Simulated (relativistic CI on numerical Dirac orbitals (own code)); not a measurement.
Hyperfine structure of Ru XXXIX, mass number 99

Calculated at this level of theory: Dirac-Coulomb-Breit CI, orbitals from a KLI potential per configuration, model QED, unscaled Slater integrals (own radial code, finite nucleus).

Configuration list (outside the closed core 1s2): 2s2.2p2, 2s.2p3, 2p4, 2p3.3s, 2p3.3p, 2p3.3d, 2s2.2p.3s, 2s2.2p.3p, 2s2.2p.3d, 2s.2p2.3s, 2s.2p2.3p, 2s.2p2.3d, 2s2.2p.4s, 2s2.2p.4p, 2s2.2p.4d, 2s2.2p.4f. Levels of other configurations are missing.

Nuclear spin I = 5/2, μ = -0.641 μN, Q = 0.079 b (tables of Stone and Pyykkö). The electronic factors are computed for point nuclear moments, without core polarisation or the Bohr-Weisskopf and QED corrections.

| Level | E (eV) | A (GHz) | B (GHz) |
| --- | --- | --- | --- |
| 2s2.2p2 3P_1 | 128.848 | 9.186 | 11.8 |
| 2s2.2p2 1D_2 | 142.033 | -89.84 | 17.4 |
| 2s2.2p2 3P_2 | 280.092 | -43.04 | 6 |
| 2s.2p3 3D°_2 | 388.893 | -163.9 | 16.4 |
| 2s.2p3 3D°_3 | 415.760 | -195.4 | -0.0823 |
| 2s.2p3 1D°_2 | 463.992 | -8.024 | -11.2 |

Levels with J = 0, under 50 % of one LS term, or S terms without an open s electron are left out. Small factors come from cancelling terms and can be off by tens of per cent or more.

At this charge energies of transitions that change n are usually good to better than 1 %, and those within a shell (Δn = 0) to a few per cent.

Give the hyperfine levels of 2s2.2p2 1D_2 relative to its centre of gravity.

With K = F(F + 1) − I(I + 1) − J(J + 1), E = AK/2 + B[¾K(K + 1) − I(I + 1)J(J + 1)]/[2I(2I − 1)J(2J − 1)]: F = 1/2: 641.1, F = 3/2: 498.5, F = 5/2: 265.2, F = 7/2: -52.34, F = 9/2: -444.9 GHz.

LS names give the leading component of a level, which can be under half, so a name can repeat, a term be missing and a line seem to break the LS rules.
